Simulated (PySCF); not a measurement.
SMILES c1c(Cc2ccccc2)csc1 (C11H10S), GFN2-xTB optimised geometry.

```
22

C      2.76    -1.11    -3.75
C      3.09    -1.74    -2.56
C      2.59    -1.26    -1.36
C      1.77    -0.15    -1.33
C      1.19     0.36    -0.03
C     -0.28     0.09     0.00
C     -0.84    -1.22     0.00
C     -2.19    -1.22     0.00
S     -2.84     0.38     0.00
C     -1.25     1.05     0.00
C      1.43     0.48    -2.52
C      1.93     0.00    -3.72
H      3.14    -1.48    -4.69
H      3.74    -2.60    -2.57
H      2.86    -1.76    -0.44
H      1.67    -0.14     0.81
H      1.37     1.43     0.06
H     -0.24    -2.11    -0.01
H     -2.86    -2.06     0.00
H     -1.13     2.11     0.00
H      0.78     1.34    -2.50
H      1.66     0.50    -4.65
```

Density from PBE0/def2-SVP run with PySCF at that geometry.

Minimum of the electron density along straight lines between bonded atoms, close to the bond critical point (lines longer than 1.1 times the sum of covalent radii, or with two minima, are not listed):

```
bond     length / Å  ρ at the minimum / e bohr⁻³  ∇²ρ there / e bohr⁻⁵  position (fraction from the first atom)
-------  ----------  ---------------------------  --------------------  ---------------------------------------
C1–C2         1.384                        0.312                 -0.80                                     0.50
C2–C3         1.384                        0.312                 -0.80                                     0.50
C3–C4         1.387                        0.311                 -0.79                                     0.50
C4–C5         1.507                        0.252                 -0.59                                     0.51
C5–C6         1.500                        0.253                 -0.59                                     0.49
C6–C7         1.421                        0.292                     ?                                     0.50
C7–C8         1.354                        0.325                 -0.83                                     0.49
C8–S9         1.720                        0.216                 -0.47                                     0.47
C6–C10        1.358                        0.323                 -0.81                                     0.49
S9–C10        1.721                        0.215                 -0.46                                     0.53
C4–C11        1.390                        0.310                 -0.79                                     0.50
C1–C12        1.385                        0.312                 -0.80                                     0.50
C11–C12       1.382                        0.313                 -0.80                                     0.50
C1–H13        1.080                        0.283                 -1.07                                     0.63
C2–H14        1.080                        0.283                 -1.07                                     0.63
C3–H15        1.081                        0.282                 -1.06                                     0.63
C5–H16        1.093                        0.276                 -1.00                                     0.62
C5–H17        1.092                        0.276                 -1.01                                     0.63
C7–H18        1.075                        0.284                 -1.09                                     0.63
C8–H19        1.072                        0.286                 -1.12                                     0.64
C10–H20       1.072                        0.285                 -1.10                                     0.64
C11–H21       1.081                        0.283                 -1.07                                     0.63
C12–H22       1.080                        0.283                 -1.08                                     0.63
```

### Question
Fill in the missing entries.

### Answer

- C6–C7, ∇²ρ there / e bohr⁻⁵: -0.71
